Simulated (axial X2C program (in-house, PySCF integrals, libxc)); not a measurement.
## Which molecule has these constants?

All values come from calculations with an axial X2C code built on PySCF integrals, spin-free (one-electron X2C) or two-component (2c: spin–orbit coupling with atomic mean-field Coulomb and Gaunt terms, which also bring small scalar terms), in Dyall basis sets with cores contracted in-house; open shells are unrestricted.

A two-component PBE0 calculation in a Dyall 3-zeta basis gave Re = 2.501 Å, ωe = 194.8 cm⁻¹, De = 1.65 eV, dipole magnitude 0.70 D, Ω = 0.

Task: Which molecule is it?
A. BiAs
B. KBi
C. ScBi
D. CuBi
E. BiBr

Result: D. The others have BiBr 2.630 Å and 204.1 cm⁻¹ (Ω = 0); ScBi 2.837 Å and 185.3 cm⁻¹ (Ω = 4); BiAs 2.370 Å and 305.1 cm⁻¹ (Ω = 0); KBi 3.323 Å and 126.1 cm⁻¹ (Ω = 1).

Each entry is the lowest single determinant of a limited PBE0 search at one distance. De goes to single-determinant-based atoms at the same level (for ions the charge split of lowest energy) and is withheld (n/a) where an atom does not fit its ground term or J level. Main or longest-lived isotopes. One determinant is a doubtful description, or other states lie close, for CuBi, BiBr, ScBi, KBi; these need not be ground states, and all values refer to the states named. Some open-shell Ω = 0 determinants are out of reach, so the Ω given for KBi need not be the lowest component. With several unpaired electrons the Ω given is that of one determinant, not necessarily of the lowest component. Some light 2c atoms are not at their ground J level, so De misses part of their lowering (0.04 eV or less). The functionals have no current term, which raises determinants with orbital currents.
